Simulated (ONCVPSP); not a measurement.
Li (Z = 3): variants of one ONCV potential

Base potential:

```json
{
 "Element": "lithium",
 "Generator": "ONCVPSP 4.0.1",
 "Type": "optimised norm-conserving Vanderbilt (ONCV)",
 "Functional": "PBEsol",
 "Relativity": "scalar-relativistic",
 "Frozen core": "[He]",
 "Valence charge": "1",
 "Reference configuration": "2p1",
 "Partial waves": "s scattering state at 0.32 Ha: rc 3.05 bohr, ncon 4, nbas 9, qcut 2 1/bohr, 2 projectors, debl 1.7 Ha; 2p: rc 4.00 bohr, ncon 3, nbas 7, qcut 2.1 1/bohr, 2 projectors, debl 3 Ha; d scattering state at 0.18 Ha: rc 3.10 bohr, ncon 5, nbas 9, qcut 3.5 1/bohr, 3 projectors, debl 1.8 Ha",
 "Local potential": "polynomial inside 2.15 bohr (lpopt 5, dvloc0 2 Ha)",
 "Core correction": "Teter function, fcfact 3.25, rcfact 1.55"
}
```

In the s channel the program set the typed energies aside and used 0.050, 1.750 Ha.

All-electron outer shells of the reference configuration (PBEsol, scalar-relativistic, ld1.x):

```csv
shell,level (eV),outermost node (bohr),outermost maximum (bohr)
1s,-52.92,–,0.36
2p,-1.54,–,3.96
```

Cutoffs, loose and tight: the cutoffs (Ha) at which the residual kinetic energy of the hardest occupied pseudo-wave falls to 1 and 0.1 mHa per electron. They do not see the model core or the augmentation charge, which bear on the density cutoff. Test errors are all-electron minus pseudo excitation energies from the reference, over the configurations 2s1 2p0; 2s0.5 2p0. A dash means not determined; rows that change the core or the reference have their own tests.

For the base: The cutoffs count occupied waves only; projector 2 of the s channel, the hardest unoccupied one, needs 25 Ha at the loose tolerance.

```tsv
change	outcome	cutoff, loose	cutoff, tight	bound ghosts	GHOST(+) flags above zero	largest test error (meV)
base	generated, projector energies reset by the program	1.4 Ha	2.1 Ha	none	s, p	+15
all radii but the core radius scaled by about 0.94 (s 2.86, p 3.74, d 2.90 bohr); local potential polynomial inside 2.02 bohr (lpopt 5, dvloc0 2 Ha)	generated, projector energies reset by the program	1.5 Ha	2.6 Ha	none	s, p	-13
d: nproj 2	generated, projector energies reset by the program	1.4 Ha	2.1 Ha	none	s, p	+15
```

Problem. What comes out with this change to the base: p: rc 5.28?

Solution. outcome: generated, projector energies reset by the program; cutoff, loose: 1.1 Ha; cutoff, tight: 1.5 Ha; bound ghosts: none; GHOST(+) flags above zero: s, p; largest test error (meV): +19.

Problem. What comes out with this change to the base: p: qcut 3.1?

Solution. outcome: generated, projector energies reset by the program; cutoff, loose: 1.9 Ha; cutoff, tight: 2.8 Ha; bound ghosts: none; GHOST(+) flags above zero: s; largest test error (meV): +14.
